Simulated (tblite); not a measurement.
C₄H₄N₂O.
Z-matrix (Å and degrees, GFN2-xTB geometry), rows numbered from 1:
```
N 
C   1  1.2604
C   2  1.4470  1  120.37
C   3  1.3713  2  129.99  1    -0.02
O   4  1.3417  3  108.10  2  -179.95
C   5  1.3417  4  104.89  3    -0.05
N   6  1.2868  5  114.22  4     0.02
H   1  1.0173  2  115.04  3   179.96
H   2  1.0961  1  126.01  3  -179.95
H   4  1.0693  3  132.31  2    -0.00
H   6  1.0715  5  119.29  4   180.00
```

All values are computed: GFN2-xTB (tblite) harmonic vibrations without scaling, gas phase. Errors from tens to a few hundred cm⁻¹ against measured bands are possible. One conformer, not necessarily the lowest.

Harmonic wavenumbers (cm⁻¹): 112.6, 189.6, 250.7, 491.8, 610.4, 650.1, 699.0, 770.2, 800.4, 820.6, 901.9, 1011.0, 1011.5, 1043.4, 1110.9, 1141.8, 1177.5, 1237.9, 1303.5, 1368.5, 1512.1, 1544.0, 1703.0, 2880.5, 3184.3, 3203.8, 3347.1.

A = 8565, B = 2084, C = 1676 MHz; mass 96.032 u (most abundant isotopes); point group Cs, symmetry number 1.

**Question.** What is the zero-point energy?

**Answer.** Half the sum of the wavenumbers: 17039 cm⁻¹ = 48.72 kcal/mol.

**Question.** What is S at 500 K and 1 bar for an ideal gas of classical rigid rotors and harmonic oscillators?

**Answer.** Translation 42.19, rotation 28.32, vibration 20.68: S = 91.2 cal/(mol K).

**Question.** And Cp and H(500 K) − H(0)?

**Answer.** Cp = 34.12 cal/(mol K), of which vibrations give 26.17 (their classical limit is 27 R = 53.7); H(500 K) − H(0) = 9.97 kcal/mol without the zero-point energy, 5.99 from vibrations.

**Question.** Which modes carry the vibrational entropy at 500 K?

**Answer.** 112.6 cm⁻¹: 4.24; 189.6 cm⁻¹: 3.22; 250.7 cm⁻¹: 2.68; 491.8 cm⁻¹: 1.46; 610.4 cm⁻¹: 1.11; 650.1 cm⁻¹: 1.01 cal/(mol K); the other 21 give 6.98 together.

**Question.** How do the functions run with temperature in this model?

**Answer.** 
```json
{"T (K)": "50", "S (cal/(mol K))": "52.6", "Cp (cal/(mol K))": "9.2", "H − H(0) (kcal/mol)": "0.41", "G − H(0) (kcal/mol)": "-2.22", "ln q(vib)": "0.04"}
{"T (K)": "100", "S (cal/(mol K))": "59.7", "Cp (cal/(mol K))": "11.5", "H − H(0) (kcal/mol)": "0.93", "G − H(0) (kcal/mol)": "-5.04", "ln q(vib)": "0.32"}
{"T (K)": "298.15", "S (cal/(mol K))": "76.7", "Cp (cal/(mol K))": "22.4", "H − H(0) (kcal/mol)": "4.19", "G − H(0) (kcal/mol)": "-18.66", "ln q(vib)": "2.09"}
{"T (K)": "373.15", "S (cal/(mol K))": "82.2", "Cp (cal/(mol K))": "27.2", "H − H(0) (kcal/mol)": "6.06", "G − H(0) (kcal/mol)": "-24.62", "ln q(vib)": "2.89"}
{"T (K)": "750", "S (cal/(mol K))": "106.9", "Cp (cal/(mol K))": "43.1", "H − H(0) (kcal/mol)": "19.72", "G − H(0) (kcal/mol)": "-60.44", "ln q(vib)": "7.45"}
{"T (K)": "1000", "S (cal/(mol K))": "120.1", "Cp (cal/(mol K))": "48.4", "H − H(0) (kcal/mol)": "31.21", "G − H(0) (kcal/mol)": "-88.86", "ln q(vib)": "10.46"}
```

q(vib) and H(0) count from the zero-point level.

**Question.** Blend soft modes into free rotors: weight 1/[1 + (100 cm⁻¹/ν̃)⁴] for the oscillator and the rest for a rotor with moment μB/(μ + B), μ = h/(8π²ν), B = 10⁻⁴⁴ kg m². What vibrational entropy results?

**Answer.** 20.27 cal/(mol K) in place of 20.68, which changes −T·S at 500 K by +0.21 kcal/mol.

Hindered rotation and anharmonicity are outside this model. Other conformers, if any are populated, would add a mixing term that is left out.
